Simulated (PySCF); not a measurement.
An unknown is described by computed data only.

Formula: C5H8OS.

- Triplet: lowest triplet excitation (Tamm–Dancoff): 3.69 eV [TDA PBE0/def2-SVPD]
- 13C NMR: chemical shifts (computed TMS as zero) by class: 209.6 (1 C), 46.5 (2 C), 35.9 (2 C) ppm [GIAO PBE0/pcSseg-1]
- UV, strongest line: among the 10 lowest singlet transitions: S4 at 6.38 eV (194 nm, f = 0.053) [TDDFT PBE0/def2-SVPD]
- Valence photoelectron: vertical ionisation energy: 8.87 eV [ΔSCF PBE0/def2-SVPD]
- 1H NMR: chemical shifts (computed TMS as zero) by class: 2.70 (4 H), 2.34 (4 H) ppm [GIAO PBE0/pcSseg-1]
- NMR, other nuclei: isotropic shieldings of nuclei other than C and H, by class: -361 (1 O), 515 (1 S) ppm [GIAO PBE0/pcSseg-1]
- Polarisability: 79.8 au [PBE0/def2-SVPD]
- Rotational structure: rotational constants A, B, C: 3.969, 1.820, 1.358 GHz [PBE0-D3(BJ)/def2-SVP]

The electronic properties come from PySCF, for the isolated species, density fitting. Levels stand in brackets. One conformer (not necessarily the lowest) at the PBE0-D3(BJ)/def2-SVP geometry, without solvent, vibrations or thermal averaging. NMR classes are plain means over equivalent atoms (diastereotopic ones count apart unless rotation or inversion swaps them), as if these changed places fast.

**Question.** Propose a structure and show how it fits.

**Answer.** Numbering: `[O:1]=[C:2]1[CH2:3][CH2:4][S:5][CH2:6][CH2:7]1`. Its formula, C5H8OS, gives 2 degrees of unsaturation: 1 ring and 1 π bond in the structure found. 5 carbons fall into 3 classes; from least to most shielded: ketone carbonyl carbon [C2] (209.6 ppm), sp3 carbon next to a carbonyl [C3/C7] (46.5 ppm, 2 C), ring sp3 carbon bound to sulfur [C4/C6] (35.9 ppm, 2 C). Hydrogen classes from least to most shielded: 4 H on 2 like atoms (sp3 carbon bound to sulfur), C4/C6 (2.70 ppm), 4 H on 2 like atoms (sp3 carbon next to a carbonyl), C3/C7 (2.34 ppm). The other shieldings belong to: -361 ppm, ketone oxygen [O1]; 515 ppm, sulfide sulfur [S5]. The first electron is taken from the HOMO, whose largest Löwdin shares are 0.70 on the sulfide sulfur and 0.09 on each of 2 atoms of one kind (sp3 carbon bound to sulfur). The optimised geometry has point group Cs and is an asymmetric top. Structure: tetrahydrothiopyran-4-one (`C1C(CCSC1)=O`). Computed isomers that give other values at the same levels: `C=CCOC(C)=S` (vertical ionisation energy: 8.60 eV); `O=[S@]1C=CCCC1` (13C chemical shifts (computed TMS as zero) by class: 148.7 (1 C), 138.0 (1 C), 52.7 (1 C), 28.1 (1 C), 19.8 (1 C) ppm); `CC(=S)C1COC1` (static isotropic polarisability: 84.4 au). The assignments are read from this structure; whether some other isomer fits the data as well wasn't checked.
